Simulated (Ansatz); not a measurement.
Isolated molecules relaxed with PBE0-D4/def2-TZVP in Ansatz; ΔE leaves out vibrations. CCSD(T)/CBS adds triple-zeta CCSD(T) − MP2 to the extrapolated MP2 energy (def2 sets, frozen cores). This one scheme is used for every species. DFT in def2-TZVPP. Open shells (•) are unrestricted, without spin–orbit coupling. One conformer a species, not always the lowest.

Consider the hydrogen abstraction from the Si–H bond: `C[SiH2]S[SiH3]` + `[SiH3]`• → `C[SiH2]S[SiH2]`• + SiH₄.

(1) Is it downhill or uphill in electronic energy at CCSD(T)/CBS, and by how much? (An estimate is asked.)

(2) What do these levels give: BHLYP-D4, r2SCAN, CAM-B3LYP, MP2/def2-SVP, SCS-MP2/def2-TZVPP, SCS-MP2/def2-QZVPP? (Best estimate.)

Largest T1 diagnostic among the species: 0.015.

Results:

(1) The calculation gave: Downhill: ΔE = -0.08 eV.

(2) Ansatz gave: BHLYP-D4 -0.10, r2SCAN -0.10, CAM-B3LYP -0.10, MP2/def2-SVP -0.05, SCS-MP2/def2-TZVPP -0.06, SCS-MP2/def2-QZVPP -0.07 eV.

From PBE to PBE0 (25 % exact exchange), in def2-TZVPP and without D4, ΔE moves by +0.03 eV. Leaving LDA and LC-ωPBE aside and taking each functional with its dispersion term where it has one, the values, not all of them listed here, spread over 0.08 eV, from BLYP-D4 to PBE-QIDH.
